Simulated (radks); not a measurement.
Results of a calculation; reference values are marked as such.
Removal energies from the argon ion Ar7+, [Ne] 3s1, by Delta-SCF beside the eigenvalue of the level emptied. Code: a radial shooting solver on a logarithmic mesh with Libxc functionals. Model: Dirac Kohn-Sham, relativistic LDA (MacDonald-Vosko exchange, VWN5 correlation), spin-unpolarised, spherical densities, finite nucleus; Fermi nuclear charge, rms radius of each element as measured or else 0.836 A^(1/3) + 0.57 fm. Sub-shells are occupied by j as written (lower j first in brackets).

removed from              final configuration  Delta-SCF (eV)  -eigenvalue (eV)
3s1/2                                    [Ne]          143.21            134.44
2p3/2         [He] 2s2 2p(1/2: 2, 3/2: 3) 3s1          396.10            367.71
2p1/2         [He] 2s2 2p(1/2: 1, 3/2: 4) 3s1          398.53            370.00
2s1/2                        [He] 2s1 2p6 3s1          459.10            433.28
